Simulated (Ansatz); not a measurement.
A made-up structure of CHBrSi, singlet:

```csv
atom,x (Å),y (Å),z (Å)
Si1,-0.0815,1.5265,0.3649
C2,1.1423,-0.7140,0.8610
Br3,-0.3114,-0.0268,-0.2985
H4,-0.9245,-1.0893,-1.1790
```

It is relaxed with PBE-D4/def2-SVP and then PBE0-D4/def2-TZVP (Ansatz 0.2.0). Atoms count as bonded within 1.22 times the sum of their covalent radii (H–H: 0.88 Å). The end point is not checked to be a true minimum.

Task: Does its bonding change? (A judgement: the text doesn't fix the answer.)

Result: Computed: No: no bond forms or breaks.

Where it ends: The first stage lowers the energy by 5.80 eV in 6 steps. It ends as CHBrSi ([C][BrH][Si]):
```
4
angstrom
Si -0.1670 1.9535 0.4084
C 1.1676 -0.8516 0.8450
Br -0.1593 -0.2506 -0.2213
H -1.0165 -1.1549 -1.2837
```

Labels in which every atom is bracketed show which atoms are joined, not bond orders.

For scale, one of the runs: PBE0-D4/def2-TZVP relaxation, 122 basis functions, launched by `ansatz run in.yaml --threads 2 --pin off --events-out ev --progress --plain --max-ram 4352MiB`. Hardware: 2 CPU threads of an Intel Xeon Platinum 8259CL, shared host. Wall time about 36 s.
